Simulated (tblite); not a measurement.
Run record: tight-binding relaxation, `ClC1=C/C=C\C=C/C=C\1`.

Computed with GFN2-xTB geometry optimisation, gas phase (tblite 0.8.0). Start geometry: from a force field or distance geometry. The input is one job of a driver script: a line of settings, then coordinates in Å.

Input:
```
{"job": {"kind": "relax", "xc": "GFN2-xTB", "basis": "xTB"}, "charge": 0, "multiplicity": 1}
Cl     3.111500     0.148100     1.312300
C      1.646200    -0.014800     0.356600
C      1.144900    -1.253100     0.210700
C     -0.003000    -1.617900    -0.612000
C     -1.243200    -1.119300    -0.536900
C     -1.722600    -0.079600     0.337800
C     -1.205700     1.154700     0.488400
C     -0.058500     1.715400    -0.189800
C      1.181800     1.200500    -0.242500
H      1.633300    -2.094500     0.682200
H      0.178000    -2.457500    -1.285200
H     -2.012800    -1.561200    -1.177600
H     -2.631700    -0.327000     0.895500
H     -1.719000     1.844400     1.150800
H     -0.246800     2.687200    -0.657300
H      1.940000     1.783600    -0.744400
```

Output:
```
step      E/eV     max force
  0    -684.34668    1.719
  1    -684.37700    1.245
  2    -684.40809    0.200
  3    -684.41037    0.153
  4    -684.41396    0.113
  5    -684.41521    0.109
  6    -684.41611    0.071
  7    -684.41677    0.062
  8    -684.41742    0.063
  9    -684.41805    0.064
... (21 lines left out)
 31    -684.42766    0.031
 32    -684.42781    0.039
 33    -684.42800    0.045
 34    -684.42820    0.034
 35    -684.42836    0.033
 36    -684.42848    0.026
 37    -684.42859    0.027
 38    -684.42865    0.018
 39    -684.42867    0.010
 40    -684.42868    0.006
```

«max force» is the largest atomic force in eV/Å.

Problem. From which step on does the largest force stay under 0.1 eV/Å, and how much energy is left to gain from there?

Solution. From step 6 (0.071 eV/Å), 12.6 meV above the end.

Main results: energy lowered by 1.9 kcal/mol over 40 steps; largest atomic force 0.006 eV/Å at the end.

Hardware: one thread, Arm Neoverse V2 (aarch64), no GPU, on a shared host. Cost: 0.24 s of wall time.
Labels such as C1 count atoms from 1, the log's own numbers from 0.
